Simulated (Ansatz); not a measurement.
Cartesian coordinates in Å:
```
C 0.561 -0.999 -0.691
C 1.002 0.256 -0.869
Si -0.015 1.340 0.253
C -1.004 -0.100 0.899
C -0.537 -1.194 0.277
H 0.969 -1.859 -1.218
H 1.802 0.498 -1.556
H -0.830 2.356 -0.467
H 0.782 2.039 1.298
H -1.806 -0.142 1.624
H -0.925 -2.195 0.451
```

Total charge 0; spin multiplicity 1.

**Question.** List the PBE0/def2-TZVPP orbital energies in eV (the Gaussian-basis code of Ansatz). (An estimate is asked.)

**Answer.** The calculation gave: Occupied: -1802.28, -278.65, -278.64, -278.01, -278.01, -144.63, -99.28, -99.28, -99.28, -23.21, -20.17, -17.47, -14.70, -14.41, -13.63, -11.58, -10.83, -10.41, -8.97, -8.94, -8.90, -6.85. Lowest empty: -1.56, 0.86, 1.46, 1.53, 1.76, 2.36, 2.71, 3.04.
